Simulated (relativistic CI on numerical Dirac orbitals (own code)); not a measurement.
# Electric-dipole transitions in Pr XI

Calculated at this level of theory: Dirac-Coulomb-Breit CI, orbitals from a KLI potential per configuration, a model potential for QED, unscaled Slater integrals (own radial code, finite nucleus).

Configurations in the expansion (outside the closed core [Kr]): 4d10 5s2 5p, 4d10 5s2 4f, 4d10 5s 5p2, 4d10 5s 4f2, 4d10 5s 5p 4f, 4d10 5s2 5d, 4d10 5p3, 4d10 5p2 4f, 4d10 5s 5p 5d, 4d10 5s2 5f, 4d10 5s2 5g, 4d10 5s 5p 5f, 4d10 5p 4f 5d, 4d10 5s2 6s, 4d10 5p2 5d, 4d10 5s 4f 5f, 4d10 5s 5p 5g, 4d10 5s2 6p, 4d10 5s 5d2, 4d9 5s2 5p 4f, 4d10 5p 4f 6s, 4d10 5p2 6s, 4d10 5s 5p 6s, 4d10 5s2 6d, 4d10 5s 5d 6s, 4d10 5p2 5f, 4d10 5s 5p 6p, 4d10 5s2 7s, 4d10 5p 4f2, 4d10 4f3, 4d10 4f2 5d, 4d10 4f2 5f, 4d10 5s 4f 5d, 4d10 4f 5d2, 4d10 5p 5d2, 4d10 5d3, 4d10 5d2 5f, 4d10 5s 4f 6s, 4d10 4f2 6s, 4d10 4f 5d 6s, 4d10 5s 4f 5g, 4d10 4f2 5g, 4d10 4f 5d 5g, 4d10 5p 5f2, 4d10 4f 5f2, 4d10 5d 5f2, 4d10 5f3, 4d10 5p 4f 5f, 4d10 4f 5d 5f. Double excitations out of closed p, d and f shells are left out; levels of such configurations are missing from the list, as are those of other unlisted configurations, and high levels can miss mixing partners. Some configurations lack a partner that the ground configuration has and come out too high, among them 4d9 5s2 5p 4f, 4d10 5s2 5g, 4d10 5s2 6s, 4d10 5s2 6p, 4d10 5s2 6d.

| λ vac (Å) | Lower | Upper | A (s⁻¹) | E lower (cm⁻¹) | E upper (cm⁻¹) |
| --- | --- | --- | --- | --- | --- |
| 313.22 | 4d10 5s2 5p 2P°_1/2 [1] | 4d10 5s2 5d 2D_3/2 [61] | 3.97e+10 | 0 | 319260 |
| 323.95 | 4d10 5s 5p 4f 4G_5/2 [5] | 4d10 5s 4f 5d 4H°_7/2 [210] | 2.61e+10 | 141330 | 450020 |
| 326.13 | 4d10 5s 5p 4f 4F_7/2 [7] | 4d10 5s 4f 5d 4F°_7/2 [211] | 1.99e+10 | 144956 | 451584 |
| 329.43 | 4d10 5s 5p 4f 4F_9/2 [11] | 4d10 5s 4f 5d 4H°_11/2 [220] | 2.17e+10 | 152082 | 455638 |
| 331.60 | 4d10 5s 5p 4f 2F_7/2 [10] | 4d10 5s 4f 5d 4H°_9/2 [213] | 2.02e+10 | 150650 | 452219 |
| 332.53 | 4d10 5s 5p 4f 4F_9/2 [11] | 4d10 5s 4f 5d 4F°_9/2 [215] | 2.14e+10 | 152082 | 452803 |
| 344.45 | 4d10 5s2 5d 2D_5/2 [62] | 4d10 5s2 5f 2F°_7/2 [298] | 8.32e+10 | 325238 | 615555 |
| 348.54 | 4d10 5s2 5p 2P°_3/2 [4] | 4d10 5s2 5d 2D_5/2 [62] | 3.96e+10 | 38328 | 325238 |
| 356.87 | 4d10 5s 5p 4f 4G_9/2 [20] | 4d10 5s 4f 5d 4G°_11/2 [223] | 2.06e+10 | 178208 | 458424 |
| 362.71 | 4d10 5s 5p 4f 4G_11/2 [26] | 4d10 5s 4f 5d 4H°_13/2 [224] | 3.43e+10 | 183696 | 459400 |
| 373.22 | 4d10 5s 5p 4f 2G_9/2 [55] | 4d10 5s 4f 5d 2H°_11/2 [257] | 5.09e+10 | 236160 | 504101 |
| 436.95 | 4d10 5s2 4f 2F°_7/2 [3] | 4d10 5s 5p 4f 2D_5/2 [57] | 1.71e+10 | 12032 | 240891 |
| 437.31 | 4d10 5s2 4f 2F°_5/2 [2] | 4d10 5s 5p 4f 2D_3/2 [56] | 1.94e+10 | 8903 | 237575 |
| 438.83 | 4d10 5s2 5p 2P°_3/2 [4] | 4d10 5s 5p2 2P_3/2 [59] | 2.14e+10 | 38328 | 266206 |
| 443.70 | 4d10 5s2 4f 2F°_5/2 [2] | 4d10 5s 5p 4f 2G_7/2 [54] | 1.93e+10 | 8903 | 234281 |
| 446.17 | 4d10 5s2 4f 2F°_7/2 [3] | 4d10 5s 5p 4f 2G_9/2 [55] | 2.16e+10 | 12032 | 236160 |
| 457.46 | 4d10 5s2 4f 2F°_5/2 [2] | 4d10 5s 5p 4f 2F_5/2 [52] | 1.13e+10 | 8903 | 227502 |
| 461.89 | 4d10 5s2 4f 2F°_7/2 [3] | 4d10 5s 5p 4f 2F_7/2 [53] | 1.79e+10 | 12032 | 228535 |
| 466.71 | 4d10 5s2 4f 2F°_5/2 [2] | 4d10 5s 5p 4f 2F_5/2 [50] | 8.01e+09 | 8903 | 223167 |
| 511.56 | 4d10 5s 4f2 4H_13/2 [19] | 4d10 5p 4f2 4I°_15/2 [113] | 8.67e+09 | 178195 | 373677 |

Terms are leading LS components. Brackets give the number of a level in order of energy, since labels repeat. The list gives strong lines, with weight on those to low levels, without lines whose two gauges differ by over a factor of 2.5, among the lowest 400 of 2475 levels, so that lines to higher ones, which can be the strongest, are missing. Levels whose partners in the same complex of configurations lie outside the list can be far off, and so can their lines. Rates are taken at the computed energies, electric ones in the length gauge.

At this charge transitions that keep the count of f electrons are usually good to a few per cent. Levels and lines within the n = 5 or 6 shells can be off by up to 10 % or somewhat more, and those that change n by about 2 %, since core polarisation is missing. Levels that differ in their count of f electrons can be misplaced by several ten thousand cm⁻¹, since the correlation energy of f electrons is missing or only estimated; rates across such gaps can be off by orders of magnitude.

LS names give the leading component of a level, which can be under half, so a name can repeat, a term be missing and a line seem to break the LS rules.
